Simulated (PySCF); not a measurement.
Radial density of Yb³⁺ (ytterbium, charge +3)

UHF, [Xe] 4f13, 2F determinant. Calculation: PySCF 2.14, in cc-pwCVTZ-X2C (12s11p9d7f4g1h, 186 functions); scalar relativity by spin-free X2C-1e.

```json
{"r (bohr)": "0.0170", "4πr²ρ (e/bohr)": "91.96", "4πr²(ρα − ρβ)": "0.0000"}
{"r (bohr)": "0.0287", "4πr²ρ (e/bohr)": "84.43", "4πr²(ρα − ρβ)": "-0.0002"}
{"r (bohr)": "0.0482", "4πr²ρ (e/bohr)": "118.5", "4πr²(ρα − ρβ)": "-0.0007"}
{"r (bohr)": "0.0811", "4πr²ρ (e/bohr)": "112.1", "4πr²(ρα − ρβ)": "0.0007"}
{"r (bohr)": "0.136", "4πr²ρ (e/bohr)": "104.8", "4πr²(ρα − ρβ)": "0.0646"}
{"r (bohr)": "0.229", "4πr²ρ (e/bohr)": "86.59", "4πr²(ρα − ρβ)": "0.5011"}
{"r (bohr)": "0.386", "4πr²ρ (e/bohr)": "60.29", "4πr²(ρα − ρβ)": "1.3906"}
{"r (bohr)": "0.649", "4πr²ρ (e/bohr)": "43.10", "4πr²(ρα − ρβ)": "1.2610"}
{"r (bohr)": "1.09", "4πr²ρ (e/bohr)": "14.54", "4πr²(ρα − ρβ)": "0.3906"}
{"r (bohr)": "1.84", "4πr²ρ (e/bohr)": "3.687", "4πr²(ρα − ρβ)": "0.0122"}
{"r (bohr)": "3.09", "4πr²ρ (e/bohr)": "0.1080", "4πr²(ρα − ρβ)": "-0.0017"}
{"r (bohr)": "5.20", "4πr²ρ (e/bohr)": "0.0001048", "4πr²(ρα − ρβ)": "0.0000"}
```

Densities and radii are taken from the X2C orbitals without a picture-change correction, which distorts them close to the nucleus.

Spin-orbit coupling, absent here, splits the open shell strongly.
